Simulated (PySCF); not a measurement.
## Working out the ionisation energy of Au⁺

Au⁺ [Xe] 4f14 5d10 (1S) → Au²⁺ [Xe] 4f14 5d9 (2D). All numbers are calculated (PySCF 2.14, the spin-free X2C one-electron Hamiltonian (Gaussian nucleus), in ANO-RCC-VTZP). Frozen: [Xe] 4f14. Energies in hartree (1 hartree = 27.21139 eV):

```csv
part,Au⁺ (lower),Au²⁺ (upper)
UHF,-19007.821132,-19007.125742
CCSD correlation,-0.294184,-0.237115
(T),-0.011179,-0.007166
```

Question: What does Hartree-Fock give?

Answer: (-19007.125742) − (-19007.821132) = 0.695390 hartree = 18.923 eV.

Question: What do CCSD and CCSD(T) give?

Answer: The CCSD correlation energies differ by 0.057069 hartree = 1.553 eV and the triples by 0.004013 hartree = 0.109 eV, so CCSD gives 20.476 eV and CCSD(T) 20.585 eV.

A first-order spin-orbit estimate adds -0.683 eV to CCSD(T) (valence), giving 19.902 eV against 20.203 ± 0.025 eV (measured; NIST Atomic Spectra Database, ionization energies).

What remains against the reference includes basis incompleteness, the frozen core and higher excitations.
